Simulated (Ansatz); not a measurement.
Ansatz results at the PBE0-D4/def2-TZVP geometry: HOMO–LUMO gap (PBE0/def2-TZVPP) 5.79 eV; size of the dipole moment (B3LYP/def2-TZVPP) 4.66 D; HOMO–LUMO gap (ωB97M-V/def2-TZVPP) 9.62 eV.

Each molecule was computed in one conformer, which needn't be the lowest.

**Question.** Which molecule gave them?
A. `COC#N`
B. `[SiH3][Al]1[BH][SiH2]1`
C. `CC=C=C=N`
D. `N[SiH](N)[Ga]([F])[Cl]`

**Answer.** D. The others give `[SiH3][Al]1[BH][SiH2]1`: 4.59, 1.50, 8.12; `COC#N`: 9.06, 4.59, 13.05; `CC=C=C=N`: 4.73, 2.66, 9.02.

B3LYP here is the variant with VWN-RPA as its local correlation; programs differ in this.
